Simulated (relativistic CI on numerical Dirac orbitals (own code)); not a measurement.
Slater and spin-orbit integrals, Os XXVII

These numbers are calculated, not measured: Dirac-Coulomb-Breit CI, KLI orbitals optimised for each configuration, model QED (radiative potential, 1s self-energy scaled to tabulated hydrogen-like ionisation energies), unscaled Slater integrals (own radial code, finite nucleus).

Slater integrals F^k, G^k are unscaled and averaged over j, outside the closed core [Ar] 3d10 4p6 4d10; ζ comes from projecting the Hamiltonian with its Breit term on Σ l·s of the shell.

- 4s²4f⁴: F^2(4f,4f) = 239960, F^4(4f,4f) = 156000, F^6(4f,4f) = 113940, ζ(4f) = 9106.4 cm⁻¹; <r>(4f) = 0.4342, <r^2>(4f) = 0.2168 (bohr units).
- 4s²4f³5s: F^2(4f,4f) = 242590, F^4(4f,4f) = 157810, F^6(4f,4f) = 115290, ζ(4f) = 9343.3, G^3(4f,5s) = 34161 cm⁻¹; <r>(4f) = 0.4302, <r^2>(4f) = 0.2128, <r>(5s) = 0.7753, <r^2>(5s) = 0.6696 (bohr units).
- 4s²4f²5s²: F^2(4f,4f) = 245460, F^4(4f,4f) = 159790, F^6(4f,4f) = 116790, ζ(4f) = 9583.1 cm⁻¹; <r>(4f) = 0.4259, <r^2>(4f) = 0.2084 (bohr units).

Averages of the first 10 configurations, taken without configuration mixing, which lowers the lowest level and can move excited configurations by several eV; other configurations of the list can lie among them:

```csv
Configuration,Parity,States,Average energy above the lowest level (eV)
4s²4f⁴,even,1001,17.7
4s²4f³5s,odd,728,136.1
4s²4f²5s²,even,91,265.1
4s²4f³5p,even,2184,200.9
4s²4f²5s5p,odd,1092,327.0
4s²4f³5d,odd,3640,286.9
4s²4f²5p²,even,1365,394.6
4s²4f²5s5d,even,1820,415.5
4s²4f²5p5d,odd,5460,480.6
4s²4f³5f,even,5096,376.2
```
